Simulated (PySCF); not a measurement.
**C (carbon, neutral) across methods**

[He] 2s1 2p2 3s1, high-spin 5P determinant (an excited configuration). All numbers are calculated (PySCF 2.14, the non-relativistic Hamiltonian (point nucleus), in dyall-av2z (11s7p2d, 42 functions)).

```tsv
method	E (hartree)	mean ε 2s α (eV)	mean ε 2p α (eV)	mean ε 3s α (eV)	Σ⟨r²⟩ (bohr²)	⟨S²⟩
UHF	-37.28595	-30.680	-19.762	-3.396	34.13	6.000
PBEsol	-37.1622	-21.107	-12.486	-1.903	34.13	6.000
B3LYP	-37.3767	-22.967	-13.966	-2.163	33.91	6.000
PBE0	-37.3423	-23.678	-14.465	-2.369	34.10	6.000
LDA	-36.9989	-21.031	-12.542	-1.933	33.80	6.000
PBE	-37.3314	-21.214	-12.583	-1.922	34.05	6.000
r2SCAN	-37.3765	-22.180	-13.200	-1.903	34.16	6.000
M06	-37.3549	-23.170	-14.084	-2.325	35.03	6.000
B97-3	-37.3686	-23.766	-14.505	-2.371	34.14	6.000
```

The outer electron is Rydberg-like, and this basis confines it to a smaller radius and binds it less than a complete one would.
